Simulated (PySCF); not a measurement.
## Computed vibrations of [Ce(H2O)3]3+

[Ce(H2O)3]3+ (singlet in the valence; each metal's 4f electrons, 1 of them, lie in its core potential, out of spins and levels). PySCF 2.14.0, RKS PBE0, Ce lcecp-1-SVP with ECP47, O def2-SVP, H def2-SVP; non-relativistic Hamiltonian with scalar-relativistic core potentials where named; density fitting; no spin-orbit coupling. Central differences of gradients.

```xyz
10

Ce    0.0000    0.0000    0.0000
O     2.3795    0.0000    0.0000
H     2.9954   -0.7677    0.0665
H     2.9954    0.7677   -0.0665
O    -1.1898    2.0608    0.0000
H    -0.8329    2.9779    0.0665
H    -2.1625    2.2103   -0.0665
O    -1.1898   -2.0607    0.0000
H    -2.1625   -2.2102    0.0665
H    -0.8329   -2.9779   -0.0665
```

Run from Python with OMP_NUM_THREADS=2. Where DIIS fails, smearing, a level shift and second-order steps follow.
It took 39 s on 2 threads of Intel(R) Xeon(R) 6975P-C (Granite Rapids) (shared host).

**Question.** What are the harmonic wavenumbers and infrared intensities?

**Answer.** Modes are labelled in D3; negative numbers are unstable modes, those under 60 cm⁻¹ near the noise; a finer grid moves soft modes by up to 10 cm⁻¹.
```csv
cm⁻¹,km/mol,symmetry
-7,–,a2
75,4.0,e
75,4.0,e
88,0.0,a1
119,0.0,e
119,0.0,e
375,0.0,a1
391,28.4,e
391,28.4,e
604,0.1,a2
636,128.6,e
636,128.6,e
667,5.2,e
667,5.2,e
689,1146.2,a2
1677,200.3,e
1677,200.3,e
1682,0.0,a1
3591,808.6,e
3591,808.6,e
3608,0.0,a1
3628,9.4,a2
3632,638.9,e
3632,638.9,e
```

**Question.** Is this a minimum?

**Answer.** Yes, within the noise of the softest modes. 

An lcecp potential fixes the number of 4f electrons, so in runs with it no electron can move into or out of that shell.
